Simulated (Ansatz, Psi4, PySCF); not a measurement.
CH2Cl, doublet, at a GFN2-xTB geometry. Base run: MP2/aug-cc-pVDZ (PySCF).

Here is a job for PySCF.
```python
from pyscf import gto, scf, mp

mol = gto.M(
    atom='''
C     0.001280   -0.213169   -1.078047
Cl   -0.000672    0.111933    0.566070
H     0.942726   -0.308186   -1.577080
H    -0.938979   -0.315655   -1.577838
''',
    basis='aug-cc-pvdz',
    charge=0,
    spin=1,
    verbose=3,
)

mf = scf.UHF(mol)
mf.kernel()

pt = mp.MP2(mf)
pt.kernel()
print('E(MP2) = %.10f' % pt.e_tot)
```

The same geometry, method and basis name were run in Ansatz (a quantum-chemistry and plane-wave program) and Psi4 and PySCF, at each program's defaults and at the settings that a row names. The base is PySCF at its defaults. Differences at the defaults can come from grids, fitting, cores and function types together.

```json
[
 {"code and settings": "PySCF, defaults (exact integrals, spherical functions, all electrons correlated)", "ΔE vs base (µEh)": "0.0", "basis functions": "68", "E (Eh)": "-498.76986", "SCF cycles": "12"},
 {"code and settings": "Psi4, defaults (density fitting with its default set, spherical functions, all electrons correlated)", "ΔE vs base (µEh)": "197", "basis functions": "68", "E (Eh)": "-498.76967", "SCF cycles": "14"},
 {"code and settings": "Ansatz, defaults (factorised integrals, spherical functions, frozen core)", "ΔE vs base (µEh)": "9940", "basis functions": "68", "E (Eh)": "-498.75992", "SCF cycles": "-"},
 {"code and settings": "PySCF, frozen core", "ΔE vs base (µEh)": "9939", "basis functions": "68", "E (Eh)": "-498.75992", "SCF cycles": "12"},
 {"code and settings": "Psi4, exact integrals, spherical functions, frozen core", "ΔE vs base (µEh)": "9939", "basis functions": "68", "E (Eh)": "-498.75992", "SCF cycles": "14"},
 {"code and settings": "Ansatz, high accuracy, frozen core", "ΔE vs base (µEh)": "9939", "basis functions": "68", "E (Eh)": "-498.75992", "SCF cycles": "-"}
]
```

Open shells are given as the SCF converged; they aren't shown to be the lowest states, and a large step between rows can be another state.
